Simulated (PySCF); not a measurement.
## Correlation energy of C²⁺ (carbon, charge +2)

[He] 2s2, closed-shell 1S. Calculation: PySCF 2.14, in aug-cc-pwCVDZ (5s4p2d, 27 functions); no relativity, point nucleus. Frozen: 1s2; 2 electrons correlated.

With two correlated electrons CCSD is exact within the correlated space (frozen core and kept virtual orbitals).

| level | correlation energy (mhartree) |
| --- | --- |
| CCSD | -73.20 |

Diagnostics: T1 = 0.0089, D1 = 0.0126, largest double amplitude 0.156.

A double-excitation amplitude exceeds 0.15, a sign of near-degeneracy.

Cost of the coupled-cluster step: roughly 0.22 core-seconds, for 2 correlated electrons.
